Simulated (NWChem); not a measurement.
# C$_{2}$H$_{6}$F$_{2}$Si; SMILES FC(F)C[SiH3]

```xyz
11

F      0.3689     1.3314    -1.0917
C     -0.4117     1.1469     0.0000
F      0.3689     1.3314     1.0917
C     -0.9920    -0.2428     0.0000
Si     0.2809    -1.6551     0.0000
H     -1.1789     1.9425     0.0000
H     -1.6392    -0.3552     0.8847
H     -1.6392    -0.3552    -0.8847
H      1.1392    -1.6039    -1.2185
H     -0.4824    -2.9403     0.0000
H      1.1392    -1.6039     1.2185
```
Atoms are numbered in this order, from 1.

Program: NWChem. Pople sets run with spherical d functions. STO-3G and 3-21G are far too small for this property and stand as cheap habits. The geometry was optimised at PBE0/def2-SVP. GIAO values for the isolated, static molecule; σ is the absolute isotropic shielding, δ = σ(reference) − σ with the isolated reference molecule computed at the same levels (13C: tetramethylsilane, 19F: trichlorofluoromethane, 1H: tetramethylsilane, 29Si: tetramethylsilane).

```
level                δ F1 (ppm)  δ C2 (ppm)  δ C4 (ppm)  δ Si5 (ppm)  δ H6 (ppm)  δ H7 (ppm)  δ H9 (rotor mean) (ppm)
-------------------  ----------  ----------  ----------  -----------  ----------  ----------  -----------------------
Hartree-Fock/STO-3G         ___         ___         ___          ___         ___         ___                      ___
Hartree-Fock/6-31G*       -88.5        99.6        14.9        -47.6        5.92        0.84                     4.15
B3LYP/6-31G*             -122.8       109.2        17.6        -45.7        6.14        0.91                     4.03
```

### Question
What belongs in the gaps?

### Answer

- Hartree-Fock/STO-3G, δ F1 (ppm): -73.5
- Hartree-Fock/STO-3G, δ C2 (ppm): 81.0
- Hartree-Fock/STO-3G, δ C4 (ppm): 6.7
- Hartree-Fock/STO-3G, δ Si5 (ppm): -58.3
- Hartree-Fock/STO-3G, δ H6 (ppm): 2.62
- Hartree-Fock/STO-3G, δ H7 (ppm): 0.35
- Hartree-Fock/STO-3G, δ H9 (rotor mean) (ppm): 1.62
